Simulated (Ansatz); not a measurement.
`C[SiH](Cl)[SbH2]` + H₂Te → `[SbH2][TeH]` + `C[SiH2]Cl` at 600 K and 1 bar (cleavage of the Sb–Si bond).

Isolated molecules relaxed with PBE0-D4/def2-TZVP in Ansatz; ΔE leaves out vibrations. CCSD(T)/CBS is the MP2 limit (def2-TZVPP, def2-QZVPP) plus CCSD(T) − MP2 in def2-TZVPP, frozen cores. Elements past krypton have def2 core potentials. For Sb, Te outer-core shells are correlated without core-valence functions, which leaves a few kJ/mol of doubt a bond.

| species | CCSD(T)/CBS energy (Eh) | H − E (kJ/mol) | S (J/(mol·K)) |
| --- | --- | --- | --- |
| `C[SiH](Cl)[SbH2]` | -1030.59494 | 225.2 | 472.6 |
| H₂Te | -268.91024 | 52.9 | 255.0 |
| `[SbH2][TeH]` | -509.54647 | 90.7 | 365.0 |
| `C[SiH2]Cl` | -789.97638 | 190.1 | 364.9 |

H − E and S are ideal-gas, rigid-rotor, harmonic terms from PBE0-D4/def2-TZVP, for one conformer and one mirror image of each species. 1 Eh = 2625.50 kJ/mol, R = 8.31446 J/(mol·K).

Question: By hand: ΔE, ΔH, ΔS and ΔG.

Answer: ΔE = (-509.54647) + (-789.97638) − (-1030.59494) − (-268.91024) = -0.01767 Eh = -46.4 kJ/mol. Δ(H − E) = 90.7 + 190.1 − 225.2 − 52.9 = 2.7, so ΔH = -43.7 kJ/mol. ΔS = 365.0 + 364.9 − 472.6 − 255.0 = 2.3 J/(mol·K). ΔG = -43.7 − 600 × (2.3)/1000 = -45.1 kJ/mol.

Question: By hand: the equilibrium constant, and the temperature at which ΔG would vanish if ΔH and ΔS stayed fixed.

Answer: log₁₀ K = −ΔG/(RT ln 10) = 3.9. ΔH and −TΔS have one sign here, so there is no such temperature.

The number of gas molecules stays the same, so ΔS is small and ΔH decides. A doubt of 5 kJ/mol in ΔE shifts log₁₀ K by 0.4 here. Other conformers and mirror images would add mixing entropy, several J/(mol·K) or more a flexible species. These are equilibria of isolated gas molecules and say nothing of rates. Largest T1 diagnostic: 0.012 (customary marks: 0.02 for closed shells, 0.045 for open ones).

ΔS is within the doubt of such terms, so its sign, and with it that verdict, could turn.
